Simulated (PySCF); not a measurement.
Species: 5-fluoroindole, C8H6FN.
SMILES: `Fc1ccc2[nH]ccc2c1`

The calculation used PBE0-D3(BJ)/def2-SVP geometry optimisation, gas phase (PySCF).

Masses are those of the commonest isotopes; rigid-rotor values at the optimised geometry. 

Q: Give the principal moments of inertia and the rotational constants in MHz.

A: Ia = 143.17, Ib = 495.13, Ic = 638.30 u·Å²; 505379 MHz·u·Å²/I gives A = 3530, B = 1021, C = 791.8 MHz.

Q: What kind of rotor is it?

A: An asymmetric top: κ = (2 × 1021 − 3530 − 791.8)/(3530 − 791.8) = -0.83.

Q: Is it planar, by Δ = Ic − Ia − Ib?

A: Planar: Δ = Ic − Ia − Ib = 0.00 u·Å². For a rigid frame Δ = −2 Σ m c², so it vanishes when all atoms lie in the ab plane; here none is more than 0.01 Å from it.

Q: Which types of transition are allowed, and where do some lines up to J = 2 fall?

A: The dipole components are |μa| = 3.31 D, |μb| = 1.76 D, |μc| = 0.00 D; the mirror of this Cs structure is the ab plane, so μc vanishes by symmetry and there are no c-type lines. The squared components, which scale the intensities, stand as 1.00 : 0.28 (a : b). Some lines, for components of 0.1 D or more:

```
type  branch         J(Ka,Kc)    MHz  lower level (cm⁻¹)
   a       Q  2(1,1) ← 2(1,2)    687               0.257
   b       R  2(0,2) ← 1(1,1)   1101               0.144
   a       R  1(0,1) ← 0(0,0)   1812               0.000
   b       Q  1(1,0) ← 1(0,1)   2738               0.060
   b       Q  2(1,1) ← 2(0,2)   2982               0.181
   a       R  2(1,2) ← 1(1,1)   3396               0.144
   a       R  2(0,2) ← 1(0,1)   3610               0.060
   a       R  2(1,1) ← 1(1,0)   3854               0.152
   b       R  1(1,1) ← 0(0,0)   4322               0.000
   b       R  2(1,2) ← 1(0,1)   5905               0.060
   b       Q  2(2,0) ← 2(1,1)   7542               0.280
   b       Q  2(2,1) ← 2(1,2)   8214               0.257
   b       R  2(2,1) ← 1(1,0)  11381               0.152
   b       R  2(2,0) ← 1(1,1)  11625               0.144
```

Q: Estimate the classical rotational partition function at 25 K, 100 K and 200 K.

A: Point group Cs, symmetry number σ = 1; q = (√π/σ)·√((kT/h)³/(ABC)), k/h = 20836.6 MHz/K: 12500 at 25 K, 99800 at 100 K, 282000 at 200 K.

No frequency check. Constants of a rigid frame at the computed geometry: no zero-point averaging, no centrifugal distortion. Quadrupole hyperfine structure (14N) is left out.

The run took 93 s of wall time on Intel Xeon Platinum 8559C, one thread, shared host with 48 logical CPUs at a one-minute load of 54, and the process peaked at 0.80 GiB of memory. These figures are those of the optimisation.
